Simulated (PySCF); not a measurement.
Energy of Au²⁺ (gold, charge +2) between two integer charges

The 5d beta orbital of [Xe] 4f14 5d9 is emptied in steps (occupation f), with all orbitals relaxed, ending at [Xe] 4f14 5d8. Computed with PySCF 2.14 in def2-TZVP with the def2 core potential (60 electrons), with scalar relativity through the core potential. The exact energy is a straight line in f; departures are measured from the line between the end points of the same method.

```json
{"f": "1", "M06-2X (eV)": "0.000"}
{"f": "0.9", "M06-2X (eV)": "-0.241"}
{"f": "0.7", "M06-2X (eV)": "-0.568"}
{"f": "0.5", "M06-2X (eV)": "-0.684"}
{"f": "0.3", "M06-2X (eV)": "-0.585"}
{"f": "0.1", "M06-2X (eV)": "-0.260"}
{"f": "0", "M06-2X (eV)": "0.000"}
```

```csv
method,E(f=0) − E(f=1) (eV),−ε at f=1 (eV),−ε at f=0.5 (eV)
M06-2X,33.101,30.436,33.054
```

Orbital energy along the path (eV):

```csv
f,M06-2X
1,-30.436
0.9,-30.948
0.7,-31.990
0.5,-33.054
0.3,-34.145
0.1,-35.340
0,-36.083
```

Reference removal energy between the ground levels: 30 ± 1.6 eV (theoretical estimate listed by NIST; NIST Atomic Spectra Database, ionization energies). The calculation has no spin-orbit coupling. The determinant left behind need not be the lowest term of the ion.
